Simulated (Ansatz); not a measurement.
Reaction (formal exchange of groups at the In–N bond): `[SiH3][N]([SiH3])[In]([Cl])[Cl]` + CH₄ → `[CH3][In]([Cl])[Cl]` + `[SiH3]N[SiH3]`

Program: Ansatz. Geometries: PBE0-D4/def2-TZVP. ΔE: electronic, gas phase. CBS: MP2 limit from def2 TZ/QZ plus the TZ coupled-cluster correction, frozen cores. This one scheme is used for every species. DFT in def2-TZVPP. Elements past krypton have def2 core potentials. For In outer-core shells are correlated without core-valence functions, which leaves a few kJ/mol of doubt a bond. Each species was taken in one conformer, which may not be the lowest.

CCSD(T)/CBS gives +38.9 kJ/mol.

Question: Another level gave +33.4 kJ/mol. Which?
A. PBE0/def2-TZVPP
B. r2SCANh-D4/def2-TZVPP
C. BHLYP-D4/def2-TZVPP
D. MP2/def2-TZVPP

Answer: C. BHLYP-D4 33.4, PBE0 17.4, r2SCANh-D4 28.2, MP2/def2-TZVPP 37.7 kJ/mol.

Largest T1 diagnostic among the species: 0.013.

Leaving LDA and LC-ωPBE aside and taking each functional with its dispersion term where it has one, the values, not all of them listed here, spread over 8.3 kJ/mol, from PBE-D4 to BHLYP-D4. LDA lies +3.9 kJ/mol from PBE without D4. In def2-TZVPP, CCSD(T) changes the Hartree–Fock value by +13.9 kJ/mol (the triples alone add +4.0 kJ/mol) and MP2 by +16.2 kJ/mol. The D4 term adds +14.2 kJ/mol with B3LYP and +8.2 kJ/mol with PBE0; it sums over pairs of atoms, weighted by their polarisabilities, and B3LYP, whose exchange is more repulsive, gets the larger term.

B3LYP here is the variant with VWN-RPA as its local correlation; programs differ in this.
